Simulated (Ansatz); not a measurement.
Born–Oppenheimer molecular dynamics of H3ISSi (6 atoms, charge 0, multiplicity 1). It starts from a relaxed structure.

Computed with Ansatz, RKS PBE0/def2-SVP.

```json
{
  "ensemble": "NVT, Nosé–Hoover chain",
  "time step": "0.5 fs",
  "steps asked": "300",
  "set temperature": "100 K",
  "thermostat": "time constant 3 fs, chain length 1",
  "seed": "566042"
}
```

Frames 0.5 fs apart, positions in Å, forces in eV/Å.

Velocities at 60.0 fs (Å/ps):

```
S -0.51 -1.28 -0.83
Si -0.74 3.60 -0.56
I 0.26 -0.32 0.08
H 9.83 -9.34 19.08
H -8.53 -15.20 8.13
H 2.14 5.59 4.43
```

```xyz
6
Properties=species:S:1:pos:R:3:forces:R:3 time_fs=60.0 energy_less_start_eV=0.075 T=148
S -1.020 -1.476 -0.107 -0.55 -0.06 -0.78
Si 0.340 0.082 0.232 0.48 0.55 1.08
I -0.484 2.398 0.443 -0.14 -0.09 -0.20
H -1.292 -1.086 -1.397 0.04 -0.24 0.46
H 1.461 0.132 -0.719 0.14 -0.03 -0.34
H 0.836 -0.182 1.621 0.02 -0.12 -0.22
6
Properties=species:S:1:pos:R:3:forces:R:3 time_fs=60.5 energy_less_start_eV=0.072 T=156
S -1.020 -1.476 -0.108 -0.47 -0.12 -0.50
Si 0.339 0.084 0.232 0.40 0.48 1.20
I -0.484 2.398 0.443 -0.15 -0.08 -0.20
H -1.287 -1.091 -1.386 -0.02 -0.16 0.18
H 1.457 0.124 -0.715 0.23 -0.01 -0.42
H 0.837 -0.179 1.623 0.01 -0.11 -0.26
6
Properties=species:S:1:pos:R:3:forces:R:3 time_fs=61.0 energy_less_start_eV=0.073 T=152
S -1.021 -1.477 -0.108 -0.39 -0.18 -0.18
Si 0.339 0.086 0.231 0.33 0.42 1.28
I -0.484 2.397 0.443 -0.15 -0.06 -0.21
H -1.282 -1.097 -1.376 -0.08 -0.07 -0.13
H 1.453 0.116 -0.713 0.30 0.01 -0.48
H 0.838 -0.177 1.624 -0.01 -0.11 -0.29
6
Properties=species:S:1:pos:R:3:forces:R:3 time_fs=61.5 energy_less_start_eV=0.078 T=138
S -1.021 -1.478 -0.109 -0.31 -0.25 0.15
Si 0.339 0.088 0.231 0.28 0.36 1.34
I -0.484 2.397 0.443 -0.15 -0.05 -0.21
H -1.277 -1.102 -1.365 -0.15 0.02 -0.45
H 1.450 0.108 -0.711 0.35 0.02 -0.52
H 0.839 -0.174 1.625 -0.02 -0.10 -0.30
6
Properties=species:S:1:pos:R:3:forces:R:3 time_fs=62.0 energy_less_start_eV=0.085 T=117
S -1.021 -1.478 -0.109 -0.23 -0.31 0.47
Si 0.339 0.089 0.231 0.25 0.30 1.35
I -0.484 2.397 0.444 -0.15 -0.03 -0.21
H -1.273 -1.108 -1.357 -0.21 0.11 -0.76
H 1.448 0.101 -0.711 0.37 0.04 -0.54
H 0.840 -0.173 1.625 -0.02 -0.10 -0.30
6
Properties=species:S:1:pos:R:3:forces:R:3 time_fs=62.5 energy_less_start_eV=0.092 T=97
S -1.022 -1.479 -0.110 -0.17 -0.36 0.73
Si 0.338 0.091 0.232 0.24 0.24 1.34
I -0.484 2.397 0.444 -0.16 -0.01 -0.22
H -1.270 -1.113 -1.350 -0.26 0.18 -1.01
H 1.447 0.094 -0.712 0.37 0.05 -0.54
H 0.841 -0.171 1.624 -0.02 -0.10 -0.30
6
Properties=species:S:1:pos:R:3:forces:R:3 time_fs=63.0 energy_less_start_eV=0.096 T=82
S -1.022 -1.480 -0.110 -0.12 -0.39 0.92
Si 0.338 0.093 0.232 0.25 0.19 1.28
I -0.483 2.397 0.444 -0.16 0.00 -0.22
H -1.267 -1.117 -1.346 -0.29 0.23 -1.19
H 1.447 0.087 -0.714 0.34 0.07 -0.52
H 0.842 -0.170 1.623 -0.02 -0.10 -0.28
6
Properties=species:S:1:pos:R:3:forces:R:3 time_fs=63.5 energy_less_start_eV=0.097 T=77
S -1.022 -1.480 -0.110 -0.09 -0.39 1.02
Si 0.338 0.095 0.232 0.27 0.14 1.20
I -0.483 2.397 0.444 -0.16 0.02 -0.22
H -1.265 -1.121 -1.344 -0.31 0.25 -1.28
H 1.448 0.081 -0.718 0.29 0.08 -0.47
H 0.843 -0.169 1.621 -0.01 -0.10 -0.25
6
Properties=species:S:1:pos:R:3:forces:R:3 time_fs=64.0 energy_less_start_eV=0.093 T=81
S -1.023 -1.481 -0.111 -0.08 -0.36 1.01
Si 0.338 0.097 0.233 0.31 0.09 1.09
I -0.483 2.397 0.444 -0.16 0.03 -0.22
H -1.263 -1.123 -1.346 -0.30 0.25 -1.26
H 1.449 0.075 -0.722 0.23 0.10 -0.41
H 0.843 -0.168 1.618 0.00 -0.11 -0.21
6
Properties=species:S:1:pos:R:3:forces:R:3 time_fs=64.5 energy_less_start_eV=0.084 T=94
S -1.023 -1.482 -0.111 -0.09 -0.30 0.91
Si 0.338 0.098 0.233 0.36 0.04 0.95
I -0.483 2.397 0.444 -0.16 0.04 -0.22
H -1.263 -1.126 -1.351 -0.27 0.22 -1.14
H 1.451 0.069 -0.728 0.15 0.11 -0.34
H 0.844 -0.168 1.615 0.02 -0.11 -0.16
6
Properties=species:S:1:pos:R:3:forces:R:3 time_fs=65.0 energy_less_start_eV=0.074 T=109
S -1.024 -1.482 -0.111 -0.12 -0.22 0.72
Si 0.338 0.100 0.234 0.42 -0.01 0.80
I -0.483 2.396 0.444 -0.17 0.06 -0.22
H -1.263 -1.128 -1.358 -0.23 0.16 -0.94
H 1.454 0.064 -0.734 0.06 0.13 -0.26
H 0.845 -0.168 1.611 0.04 -0.12 -0.11
6
Properties=species:S:1:pos:R:3:forces:R:3 time_fs=65.5 energy_less_start_eV=0.065 T=123
S -1.024 -1.483 -0.111 -0.16 -0.13 0.48
Si 0.338 0.102 0.235 0.47 -0.05 0.64
I -0.483 2.396 0.444 -0.17 0.07 -0.22
H -1.263 -1.129 -1.368 -0.17 0.09 -0.68
H 1.456 0.059 -0.740 -0.03 0.14 -0.17
H 0.846 -0.168 1.608 0.06 -0.12 -0.05
```

Of the whole run (150 fs, mean temperature of the second half 100 K): The conserved energy stayed within 0.1 meV per atom of its start (net change 0.031 meV per atom), so the integration is sound. A run of 0.15 ps of so small a system gives no equilibrium averages.

The run took 15 min on 1 thread of Arm Neoverse V2 (shared host), peak memory 0.16 GiB.
